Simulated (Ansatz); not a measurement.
`C[BH][GaH2]` + `CNBO` → `CBBO` + `C[NH][GaH2]`  (redistribution)

Computed with Ansatz on PBE0-D4/def2-TZVP structures; ΔE is electronic, products minus reactants. CCSD(T)/CBS is the MP2 limit (def2-TZVPP, def2-QZVPP) plus CCSD(T) − MP2 in def2-TZVPP, frozen cores. Functionals use def2-TZVPP. B3LYP here is the variant with VWN-RPA as its local correlation; programs differ in this. For Ga outer-core shells are correlated without core-valence functions, which leaves a few kJ/mol of doubt a bond. Scalar relativity is left out up to krypton. Each species was taken in one conformer, which may not be the lowest.

Problem. Is it downhill or uphill in electronic energy at CCSD(T)/CBS, and by how much? (Estimate.)

Solution. Ansatz gave: Uphill: ΔE = +18.9 kcal/mol.

Problem. What do these levels give: BLYP-D4, B3LYP-D4, CCSD(T)/def2-SVP, CCSD(T)/def2-TZVPP, HF/CBS(def2), CCSD/CBS(def2)? (Best estimate.)

Solution. Computed: BLYP-D4 18.6, B3LYP-D4 19.6, CCSD(T)/def2-SVP 19.1, CCSD(T)/def2-TZVPP 18.8, HF/CBS(def2) 20.3, CCSD/CBS(def2) 19.3 kcal/mol.

Largest T1 diagnostic among the species: 0.015.

From PBE to PBE0 (25 % exact exchange), in def2-TZVPP and without D4, ΔE moves by +1.0 kcal/mol. In def2-TZVPP, CCSD(T) changes the Hartree–Fock value by −1.8 kcal/mol (the triples alone add −0.4 kcal/mol) and MP2 by −1.9 kcal/mol. Leaving LDA and LC-ωPBE aside and taking each functional with its dispersion term where it has one, the values, not all of them listed here, spread over 2.2 kcal/mol, from BLYP-D4 to r2SCAN0-D4. LDA lies +1.5 kcal/mol from PBE without D4.
